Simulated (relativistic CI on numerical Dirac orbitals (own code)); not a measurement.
**Calculated levels, Co²⁵⁺**

These numbers are calculated, not measured: Dirac-Coulomb-Breit CI, separate exchange-only KLI orbitals for each configuration, a model potential for QED, unscaled Slater integrals (own radial code, finite nucleus).

Configurations in the expansion: 1s², 1s2s, 1s2p, 1s3s, 1s3p, 1s3d, 1s4s, 1s4p, 1s4d, 1s4f, 1s5s, 1s5p, 1s5d, 1s5f, 1s5g, 1s6s, 1s6p, 1s6d. Levels of other configurations are missing.

| No. | Configuration | Term | J | E (10³ cm⁻¹) | % | Next component (%) | Lifetime (s) |
| --- | --- | --- | --- | --- | --- | --- | --- |
| 1 | 1s² | ¹S | 0 | 0.0 | 100 |  |  |
| 2 | 1s2s | ³S | 1 | 57845.7 | 100 |  | 3.43e-09 |
| 3 | 1s2p | ³P° | 0 | 58091.1 | 100 |  | 2.63e-09 |
| 4 | 1s2p | ³P° | 1 | 58108.9 | 90 | 10 ¹P° | 1.71e-14 |
| 5 | 1s2s | ¹S | 0 | 58112.1 | 100 |  |  |
| 6 | 1s2p | ³P° | 2 | 58250.0 | 100 |  | 9.52e-11 |
| 7 | 1s2p | ¹P° | 1 | 58403.6 | 90 | 10 ³P° | 1.87e-15 |
| 8 | 1s3s | ³S | 1 | 68547.2 | 100 |  | 2.91e-13 |
| 9 | 1s3p | ³P° | 0 | 68615.0 | 100 |  | 9.59e-14 |
| 10 | 1s3s | ¹S | 0 | 68618.4 | 100 |  | 2.94e-13 |
| 11 | 1s3p | ³P° | 1 | 68620.2 | 90 | 10 ¹P° | 3.62e-14 |
| 12 | 1s3p | ³P° | 2 | 68662.2 | 100 |  | 9.93e-14 |
| 13 | 1s3d | ³D | 2 | 68697.8 | 65 | 35 ¹D | 3.30e-14 |
| 14 | 1s3d | ³D | 1 | 68698.5 | 100 |  | 3.30e-14 |
| 15 | 1s3p | ¹P° | 1 | 68704.5 | 90 | 10 ³P° | 6.31e-15 |
| 16 | 1s3d | ³D | 3 | 68713.7 | 100 |  | 3.35e-14 |
| 17 | 1s3d | ¹D | 2 | 68716.2 | 65 | 35 ³D | 3.36e-14 |
| 18 | 1s4s | ³S | 1 | 72253.7 | 100 |  | 4.28e-13 |
| 19 | 1s4p | ³P° | 0 | 72281.6 | 100 |  | 1.64e-13 |
| 20 | 1s4s | ¹S | 0 | 72282.9 | 100 |  | 4.10e-13 |
| 21 | 1s4p | ³P° | 1 | 72283.8 | 89 | 11 ¹P° | 7.50e-14 |
| 22 | 1s4p | ³P° | 2 | 72301.5 | 100 |  | 1.69e-13 |
| 23 | 1s4d | ³D | 2 | 72316.2 | 67 | 33 ¹D | 7.67e-14 |
| 24 | 1s4d | ³D | 1 | 72316.4 | 100 |  | 7.67e-14 |
| 25 | 1s4p | ¹P° | 1 | 72319.0 | 89 | 11 ³P° | 1.48e-14 |
| 26 | 1s4d | ³D | 3 | 72322.8 | 100 |  | 7.78e-14 |
| 27 | 1s4f | ³F° | 3 | 72323.7 | 57 | 43 ¹F° | 1.57e-13 |
| 28 | 1s4f | ³F° | 2 | 72324.0 | 100 |  | 1.57e-13 |
| 29 | 1s4d | ¹D | 2 | 72324.1 | 67 | 33 ³D | 7.79e-14 |
| 30 | 1s4f | ³F° | 4 | 72327.2 | 100 |  | 1.58e-13 |
| 31 | 1s4f | ¹F° | 3 | 72327.5 | 57 | 43 ³F° | 1.58e-13 |
| 32 | 1s5s | ³S | 1 | 73959.4 | 100 |  | 6.82e-13 |
| 33 | 1s5p | ³P° | 0 | 73973.5 | 100 |  | 2.81e-13 |
| 34 | 1s5s | ¹S | 0 | 73974.2 | 100 |  | 5.98e-13 |
| 35 | 1s5p | ³P° | 1 | 73974.6 | 89 | 11 ¹P° | 1.37e-13 |
| 36 | 1s5p | ³P° | 2 | 73983.7 | 100 |  | 2.89e-13 |
| 37 | 1s5d | ³D | 2 | 73991.2 | 68 | 32 ¹D | 1.47e-13 |
| 38 | 1s5d | ³D | 1 | 73991.3 | 100 |  | 1.47e-13 |
| 39 | 1s5p | ¹P° | 1 | 73992.6 | 89 | 11 ³P° | 2.86e-14 |
| 40 | 1s5d | ³D | 3 | 73994.5 | 100 |  | 1.50e-13 |
| 41 | 1s5f | ³F° | 3 | 73995.0 | 57 | 43 ¹F° | 3.04e-13 |
| 42 | 1s5f | ³F° | 2 | 73995.2 | 100 |  | 3.04e-13 |
| 43 | 1s5d | ¹D | 2 | 73995.2 | 68 | 32 ³D | 1.49e-13 |
| 44 | 1s5f | ³F° | 4 | 73996.8 | 100 |  | 3.05e-13 |
| 45 | 1s5g | ³G | 4 | 73996.8 | 55 | 45 ¹G | 5.12e-13 |
| 46 | 1s5g | ³G | 3 | 73996.9 | 100 |  | 5.12e-13 |
| 47 | 1s5f | ¹F° | 3 | 73997.0 | 57 | 43 ³F° | 3.06e-13 |
| 48 | 1s5g | ³G | 5 | 73997.9 | 100 |  | 5.13e-13 |
| 49 | 1s5g | ¹G | 4 | 73998.0 | 55 | 45 ³G | 5.13e-13 |
| 50 | 1s6s | ³S | 1 | 74882.5 | 100 |  | 1.07e-12 |
| 51 | 1s6p | ³P° | 0 | 74890.7 | 100 |  | 4.58e-13 |
| 52 | 1s6s | ¹S | 0 | 74891.1 | 100 |  | 7.85e-13 |
| 53 | 1s6p | ³P° | 1 | 74891.3 | 89 | 11 ¹P° | 2.29e-13 |
| 54 | 1s6p | ³P° | 2 | 74896.6 | 100 |  | 4.72e-13 |
| 55 | 1s6d | ³D | 2 | 74900.8 | 68 | 32 ¹D | 2.49e-13 |
| 56 | 1s6d | ³D | 1 | 74900.9 | 100 |  | 2.52e-13 |
| 57 | 1s6p | ¹P° | 1 | 74901.6 | 89 | 11 ³P° | 4.86e-14 |
| 58 | 1s6d | ³D | 3 | 74902.8 | 100 |  | 2.57e-13 |
| 59 | 1s6d | ¹D | 2 | 74903.2 | 68 | 32 ³D | 2.50e-13 |

Energies count from the lowest computed level; ° marks odd parity; lifetimes are radiative, by E1, M1, E2, M2 decay to levels of this space only; some are left blank where a channel outside the calculation adds to the decay or the decay crosses a small, uncertain gap.

The mean weight of the leading LS term, summed over parents, in these 59 levels is 89 %, and that of the leading jj configuration (from the same eigenvectors) 99 %.

At this charge energies of transitions that change n are usually good to better than 1 %, and those within a shell (Δn = 0) to a few per cent.

LS names give the leading component of a level, which can be under half, so a name can repeat, a term be missing and a line seem to break the LS rules.
